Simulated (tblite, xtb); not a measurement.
Cl3SW, doublet, at a GFN2-xTB geometry (such geometries of metal compounds can be far from the true shape) (the multiplicity is a formal guess). Base run: GFN1-xTB run with xtb 6.7.1.

Here is a job for xtb.
```
$ xtb mol.xyz --gfn 1 --uhf 1 --json

# file mol.xyz
5

W      0.12070208     0.00324171     0.05559254
S      1.58902874    -0.87290878    -1.27642262
Cl     0.64241926     0.78946833     1.98969859
Cl    -1.06414172     1.47005103    -1.18127642
Cl    -1.59924304    -1.45206913     0.15092572
```

Programs used: tblite, xtb; a row that names a program was run with it.

The base run was repeated with changes; each row names its change, and settings that it needs were set with it.

```json
[
 {"change": "base", "ΔE vs base (kcal/mol)": "0.000", "dipole (D)": "2.96", "G_solv (kcal/mol)": "-", "SCF cycles": "10"},
 {"change": "acc = 0.0001", "ΔE vs base (kcal/mol)": "0.000", "dipole (D)": "2.96", "G_solv (kcal/mol)": "-", "SCF cycles": "13"},
 {"change": "acc = 0.1", "ΔE vs base (kcal/mol)": "0.000", "dipole (D)": "2.96", "G_solv (kcal/mol)": "-", "SCF cycles": "11"},
 {"change": "gbsa = acetonitrile", "ΔE vs base (kcal/mol)": "-11.07", "dipole (D)": "3.45", "G_solv (kcal/mol)": "-11.85", "SCF cycles": "10"},
 {"change": "alpb = water", "ΔE vs base (kcal/mol)": "-4.30", "dipole (D)": "3.24", "G_solv (kcal/mol)": "-4.48", "SCF cycles": "9"},
 {"change": "program = tblite; method = gfn1; option = (--alpb, water)", "ΔE vs base (kcal/mol)": "-3.31", "dipole (D)": "-", "G_solv (kcal/mol)": "-", "SCF cycles": "-"},
 {"change": "acc = 30", "ΔE vs base (kcal/mol)": "0.000", "dipole (D)": "2.96", "G_solv (kcal/mol)": "-", "SCF cycles": "8"},
 {"change": "acc = 1000", "ΔE vs base (kcal/mol)": "0.000", "dipole (D)": "2.96", "G_solv (kcal/mol)": "-", "SCF cycles": "6"}
]
```

ALPB and GBSA are two models with their own fitted parameters for each solvent, which aren't always the measured dielectric constant.
